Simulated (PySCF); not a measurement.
Si(Br)2(Et)(Vi), C4H8Br2Si, SMILES C=C[Si](Br)(Br)CC, GFN2-xTB optimised geometry.

```
15

C     -2.45    -1.81     1.35
C     -1.69    -0.74     1.45
Si    -0.90     0.15     0.00
Br    -1.63    -0.76    -1.90
Br    -1.62     2.27     0.00
C      1.00     0.15     0.00
C      1.59     0.91    -1.18
H     -2.68    -2.27     0.40
H     -2.89    -2.29     2.22
H     -1.50    -0.31     2.43
H      1.35    -0.88    -0.02
H      1.35     0.59     0.93
H      1.28     1.95    -1.17
H      2.68     0.89    -1.14
H      1.28     0.47    -2.13
```

Density from PBE0/def2-TZVP (PySCF) at that geometry.

Minimum of the electron density along straight lines between bonded atoms, close to the bond critical point (lines longer than 1.1 times the sum of covalent radii, or with two minima, are not listed):

```tsv
bond	length / Å	ρ at the minimum / e bohr⁻³	∇²ρ there / e bohr⁻⁵	position (fraction from the first atom)
C1–C2	1.323	0.355	-1.10	0.50
C2–Si3	1.875	0.124	0.17	0.61
Si3–Br4	2.233	0.088	0.08	0.35
Si3–Br5	2.240	0.087	0.07	0.35
Si3–C6	1.898	0.123	0.12	0.39
C6–C7	1.526	0.241	-0.58	0.51
C1–H8	1.079	0.290	-1.05	0.65
C1–H9	1.078	0.289	-1.04	0.65
C2–H10	1.082	0.282	-0.99	0.64
C6–H11	1.092	0.274	-0.92	0.64
C6–H12	1.092	0.274	-0.92	0.64
C7–H13	1.089	0.280	-0.96	0.64
C7–H14	1.088	0.279	-0.96	0.64
C7–H15	1.089	0.280	-0.96	0.64
```
